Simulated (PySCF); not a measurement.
No relativistic terms, fast rotation and ring inversion assumed for equivalent nuclei, no solvent model, a single conformation. Geometry from PBE0-D3(BJ)/def2-SVP; PBE0/pcSseg-1 with gauge-including orbitals; PySCF.

References, each an isolated molecule treated in the same way: TMS for 1H (σref 31.27), 13C (σref 184.41). Carbons bonded to boron are broad in practice. Shifts are as computed. Against solution values, carbons near 30 ppm lie about +2 ppm off and those near 130 ppm about +5 ppm. Of 1313 compounds with measured shifts, 239 miss one by over three times the rms of a fit or turn the order of signals round; such compounds aren't used in these exercises.

**Question.** Order these molecules by the shift of their most deshielded carbon-bound hydrogen, lowest δ first.
A. BN(B)C(C)(C)C
B. [BH2-]1OC=CC(c2ccccc2)=[O+]1
C. O=C[SiH2]C=O
D. F[C@@H]1C[C@H]1O[SiH3]

**Answer.** A (1.38 ppm, hydrogen on a methyl carbon), D (4.21 ppm, hydrogen on a three-membered-ring carbon), B (8.28 ppm, hydrogen on an aromatic CH), C (11.79 ppm, hydrogen on a carbonyl carbon).

**Question.** Order these molecules by the shift of their most shielded carbon-bound hydrogen, lowest δ first.
A. F[C@@H]1C[C@H]1O[SiH3]
B. O=C[SiH2]C=O
C. BN(B)C(C)(C)C
D. [BH2-]1OC=CC(c2ccccc2)=[O+]1

**Answer.** A (0.91 ppm, hydrogen on a three-membered-ring carbon), C (1.38 ppm, hydrogen on a methyl carbon), D (6.26 ppm, hydrogen on a β carbon of an enol-ether or enamine type C=C), B (11.79 ppm, hydrogen on a carbonyl carbon).

**Question.** How many 13C and 1H signals does each give (equivalence by symmetry and fast rotation, but not about amide C–N or C=N bonds)? `O=C[SiH2]C=O`, `[BH2-]1OC=CC(c2ccccc2)=[O+]1`, `F[C@@H]1C[C@H]1O[SiH3]`, `BN(B)C(C)(C)C`

**Answer.** O=C[SiH2]C=O: 1 C, 2 H; [BH2-]1OC=CC(c2ccccc2)=[O+]1: 7 C, 6 H; F[C@@H]1C[C@H]1O[SiH3]: 3 C, 5 H; BN(B)C(C)(C)C: 2 C, 2 H.
